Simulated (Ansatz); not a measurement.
A made-up structure of CH₄OSe, closed shell:

```json
{"atom": "C1", "x (Å)": "-0.4082", "y (Å)": "0.5349", "z (Å)": "-0.0498"}
{"atom": "O2", "x (Å)": "-0.6254", "y (Å)": "-0.7321", "z (Å)": "0.2977"}
{"atom": "Se3", "x (Å)": "0.5571", "y (Å)": "-1.4655", "z (Å)": "-0.4651"}
{"atom": "H4", "x (Å)": "-0.3412", "y (Å)": "0.6579", "z (Å)": "-1.2163"}
{"atom": "H5", "x (Å)": "0.4834", "y (Å)": "1.1257", "z (Å)": "0.4349"}
{"atom": "H6", "x (Å)": "-1.2470", "y (Å)": "0.8205", "z (Å)": "0.3988"}
{"atom": "H7", "x (Å)": "1.5812", "y (Å)": "-0.9413", "z (Å)": "0.5997"}
```

It is relaxed with PBE-D4/def2-SVP and then PBE0-D4/def2-TZVP (Ansatz 0.2.0). Atoms count as bonded within 1.22 times the sum of their covalent radii (H–H: 0.88 Å). The end point is not checked to be a true minimum.

Task: Does its bonding change? (A judgement: the text doesn't fix the answer.)

Result: The calculation gives: Yes. Formed: none; broken: C1–Se3.

Where it ends: The first stage lowers the energy by 2.72 eV in 8 steps. It ends as CH₄OSe ([CH3][O][SeH]):
| atom | x (Å) | y (Å) | z (Å) |
| --- | --- | --- | --- |
| C1 | -0.5130 | 0.6523 | -0.0630 |
| O2 | -0.5436 | -0.7196 | 0.2799 |
| Se3 | 0.8034 | -1.6910 | -0.3952 |
| H4 | -0.4808 | 0.8009 | -1.1469 |
| H5 | 0.3462 | 1.1601 | 0.3899 |
| H6 | -1.4336 | 1.0855 | 0.3347 |
| H7 | 1.8213 | -1.2882 | 0.6006 |

Labels in which every atom is bracketed show which atoms are joined, not bond orders.

For scale, one of the runs: PBE0-D4/def2-TZVP relaxation, 134 basis functions, launched by `ansatz run in.yaml --threads 2 --pin off --events-out ev --progress --plain --max-ram 4352MiB`. Hardware: 2 CPU threads of an Arm Neoverse V1, shared host. Wall time about 20 s.
